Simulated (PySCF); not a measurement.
## Germanium: a sound run and one with changed settings

Sound run: Ge⁺ [Ar] 3d10 4s2 4p1, Ge²⁺ [Ar] 3d10 4s2. Computed with PySCF 2.14 in 6-31G*, with no relativity, point nucleus. In the sound run the correlated levels freeze [Ar] 3d10. The sound run starts from symmetry-adapted Hartree-Fock orbitals and uses a fine grid where one is needed.

Changed run: a valence shell is frozen. This setting is unsound on purpose.

Ionisation energy of Ge⁺:

| method | sound run (eV) | changed run (eV) |
| --- | --- | --- |
| UHF | 15.322 | 15.322 |
| MP2 | 15.472 | 15.322 |
| SCS-MP2 | 15.457 | 15.322 |
| CCSD | 15.559 | 15.322 |
| CCSD(T) | 15.572 | 15.322 |
| CCSDT | n/a | 15.322 |
| FCI | n/a | 15.322 |

Freezing a valence shell removes pair correlation that changes on ionisation.

For comparison, NIST gives 15.935 eV between the lowest levels.
